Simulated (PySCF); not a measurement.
Structure from NMR data

Molecular formula: C6H8FPSi. Simulated spectra:

¹H NMR (400 MHz, computed): δ 7.72 (m, 2H), 7.27 (m, 2H), 4.02 (m, 3H), 3.42 (m, 1H).

¹³C{¹H} NMR (computed): δ 172.8 (C), 140.3 (CH, 2C), 134.1 (C), 122.0 (CH, 2C).

PySCF 2.14 calculation with shieldings: GIAO PBE0/pcSseg-1 and GFN2-xTB geometry; in vacuum, fast rotation and ring inversion assumed for equivalent nuclei, one computed conformer, non-relativistic Hamiltonian.

Referencing at the same level of theory: ¹H (31.72 ppm) and ¹³C (186.93 ppm) against TMS.

Q: What is the structure?

A: 
4 carbon signals for 6 carbons: some carbons are equivalent by symmetry or fast rotation. Carbon types of the structure: 2 × C, 4 × CH, leaving 4 H on heteroatoms. δC 172.8: aromatic carbon bearing fluorine; the electronegative substituent deshields the carbon that carries it. δC 140.3, 122.0: aromatic CH. δC 134.1: substituted aromatic carbon. δH 7.72, 7.27: hydrogen on an aromatic CH; the ring current deshields protons in the ring plane. δH 4.02: hydrogen on a silicon bonded to P. δH 3.42: hydrogen on a phosphorus bonded to C, Si.

These data were computed for SMILES Fc1ccc(P[SiH3])cc1.

The shifts were computed for this structure.

Splittings by ¹⁹F and ³¹P in the carbon and heteronuclear signals aren't shown, as no couplings were computed. Shifts are as computed. Against solution values, carbons near 30 ppm lie about +3 ppm off and those near 130 ppm about +5 ppm. Of 1211 compounds with measured shifts, 218 miss one by over three times the rms of a fit or turn the order of signals round; such compounds aren't used in these exercises. No couplings were computed; multiplicities are counted from neighbouring protons, with m where these are inequivalent, close in shift, in a saturated or five-membered ring or joined by F or P, and br s for small geminal =CH2 splittings.
